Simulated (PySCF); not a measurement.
C₆H₁₂P₂.
SMILES with atom numbers: `[CH3:1][C:2]1=[CH:3][P:4]1[CH2:5][P:6]([CH3:7])[CH3:8]`

Definitions: NICS(0) = −σiso at the ring centroid; NICS(1) = −σiso and NICS(1)zz = −σzz at ±1 Å along the ring normal z. Level: GIAO PBE0/pcSseg-1 (PySCF, non-relativistic, gas phase) on the GFN2-xTB geometry, one conformer.

Ring bond lengths (Å), with Mayer bond orders in brackets: C2–C3 1.309 (1.66), C3–P4 1.836 (0.92), P4–C2 1.837 (0.88).

What do the NICS probes read (ppm)?

```json
{"ring": "C2–C3–P4", "type": "3-membered ring with P; formal bonds 1 double, 2 single", "NICS(0)": "-27.1", "NICS(1), two faces": "-6.7 / -10.8", "NICS(1)zz, two faces": "-15.9 / -23.4", "rms pucker (Å)": "0.00", "centre to ring atoms, mean (Å)": "0.96"}
```

What can be read from them?

- C2–C3–P4: mean NICS(1)zz -19.7 ppm, shielded. C5, outside the ring, lies 1.74 Å from a NICS(1) probe. The two faces differ by 7.5 ppm, so no symmetry operation interchanges them. NICS(0) lies 18 ppm below the mean NICS(1).

How equal are the bonds by HOMA? HOMA = 1 − mean of α(R − Ropt)² over the ring bonds, with Krygowski's 1993 parameters (CC: Ropt 1.388 Å, α 257.7 Å⁻²; CP: Ropt 1.698 Å, α 118.91 Å⁻²).

- C2–C3–P4: HOMA -1.06; the largest term is that of P4–C2, α(R − Ropt)² = 2.30.

At the first NICS(1) probe listed for ring C2–C3–P4, 1 Å off the ring, what do the in-plane components average?

The isotropic value is a third of the trace: (3 × -6.7 − (-15.9))/2 = -2.1 ppm.

Give the inner angles of the rings and the Hirshfeld charges of the ring atoms.

- C2–C3–P4: C2 69.1° (-0.024 e), C3 69.2° (-0.103 e), P4 41.7° (+0.082 e); sum 180.0° against 180° for a flat convex ring.

Rough CPU time on one thread of a shared machine: about 2.6 min (with the writing of density and orbital grids). This is the whole shielding run at PBE0/pcSseg-1, SCF included.

Conformer computed: `[CH3:1][C:2]1=[CH:3][P:4]1[CH2:5][P:6]([CH3:7])[CH3:8]`: C3–P4–C5–P6 31°, P4–C5–P6–C7 171°.
